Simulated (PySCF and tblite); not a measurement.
Results of a calculation; reference values are marked as such.
C₈H₁₂, numbered as in [CH2:1]=[CH:2][C:3]1=[CH:4][CH2:5][CH2:6][CH2:7][CH2:8]1.

Free energies: PBE0-D3(BJ)/pcSseg-1 on GFN2-xTB structures plus GFN2-xTB thermal terms, symmetry and mirror images included. Conformers within 2.5 kcal/mol (GFN2-xTB free energy) were kept, 5 at most. Run with PySCF (density fitting) and tblite.

Rotational constants are equilibrium values for the commonest isotopes; dipoles come from the energy level named.

Torsions listed: C1–C2–C3–C8. The 6-ring runs over atoms 3–4–5–6–7–8. Of a mirror pair one member is shown.

| conformer | shape | symmetry |
| --- | --- | --- |
| 1 | 6-ring half-chair (ring torsions 15, -47, 64, -48, 16, 1°); -5° | C1 (pair) |
| 2 | 6-ring half-chair (ring torsions 16, -46, 64, -49, 18, -1°); 160° | C1 (pair) |

(1) Give the rotational constants and dipole components, as needed to look for these species in a jet-cooled rotational spectrum.

(2) Which type of transition is strongest for conformer 1?

Results:

(1) 
```csv
conformer,A (MHz),B (MHz),C (MHz),abs μa (D),abs μb (D),abs μc (D),κ,Ic−Ia−Ib (u Å²)
1,4310,1452,1141,0.73,0.05,0.01,-0.80,-22.3
2,4296,1435,1133,0.56,0.07,0.01,-0.81,-23.9
```

(2) a-type, since that component is clearly the largest; the top is near-prolate.
